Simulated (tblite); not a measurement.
Species: C3H7FSi.
Geometry (GFN2-xTB, Å), atoms numbered from 1 in this order:
```xyz
12
C3H7FSi angstrom
F     -2.332    1.579    0.397
Si    -1.661    0.130    0.171
C      0.108    0.412   -0.387
C      1.038   -0.757   -0.572
C      1.265    0.193    0.553
H     -1.743   -0.528    1.467
H     -2.474   -0.494   -0.865
H      0.247    1.222   -1.097
H      0.670   -1.745   -0.339
H      1.722   -0.740   -1.408
H      1.056   -0.145    1.557
H      2.104    0.871    0.496
```

Computed values, GFN2-xTB/tblite, gas phase, harmonic and unscaled. This tight-binding method is rough: wavenumbers can miss measured ones by several per cent, in bad cases by 10 to 20. Modes of hydrogen on silicon can be 10 to 20 % off. One conformer, not necessarily the lowest.

Harmonic wavenumbers (cm⁻¹): 31.2, 149.5, 253.3, 277.4, 513.7, 574.1, 674.6, 726.4, 772.2, 809.8, 817.0, 847.4, 955.7, 1006.4, 1026.2, 1072.3, 1074.1, 1106.0, 1158.7, 1243.5, 1351.5, 1450.6, 1492.1, 2307.4, 2327.2, 3020.7, 3080.5, 3083.1, 3084.8, 3099.9.

A = 10222, B = 2178, C = 2020 MHz; mass 90.030 u (most abundant isotopes); point group C1, symmetry number 1.

Question: Zero-point energy?

Answer: Half the sum of the wavenumbers: 19694 cm⁻¹ = 56.31 kcal/mol.

Question: What is S at 273.15 K and 1 bar for an ideal gas of classical rigid rotors and harmonic oscillators?

Answer: Translation 39.00, rotation 26.11, vibration 13.46: S = 78.6 cal/(mol K).

Question: And Cp and H(273.15 K) − H(0)?

Answer: Cp = 22.81 cal/(mol K), of which vibrations give 14.86 (their classical limit is 30 R = 59.6); H(273.15 K) − H(0) = 4.05 kcal/mol without the zero-point energy, 1.87 from vibrations.

Question: What must be added to the electronic energy to get the Gibbs energy at 273.15 K and 1 bar?

Answer: ZPE + [H(273.15 K) − H(0)] − T·S = 56.31 + 4.05 − 21.46 = 38.90 kcal/mol.

Question: How do the functions run with temperature in this model?

Answer: 
```csv
T (K),S (cal/(mol K)),Cp (cal/(mol K)),H − H(0) (kcal/mol),G − H(0) (kcal/mol),ln q(vib)
100,62.0,12.7,1.04,-5.15,1.19
200,72.3,17.9,2.56,-11.90,2.41
300,80.8,24.7,4.68,-19.56,3.66
500,96.4,36.5,10.88,-37.30,6.36
800,116.1,47.2,23.59,-69.27,10.51
1000,127.1,51.7,33.51,-93.62,13.16
```

q(vib) and H(0) count from the zero-point level.

Question: Which modes carry the vibrational entropy at 273.15 K?

Answer: 31.2 cm⁻¹: 5.58; 149.5 cm⁻¹: 2.51; 253.3 cm⁻¹: 1.56; 277.4 cm⁻¹: 1.40; 513.7 cm⁻¹: 0.52; 574.1 cm⁻¹: 0.41 cal/(mol K); the other 24 give 1.49 together.

Hindered rotation and anharmonicity are outside this model. Other conformers, if any are populated, would add a mixing term that is left out. The structure is chiral; the term R ln 2 for an equal mix with its mirror image is left out.

Time: 0.37 s wall. Hardware: an Arm Neoverse N1 with one thread, on a shared host. This covers the Hessian and the dipole derivatives.
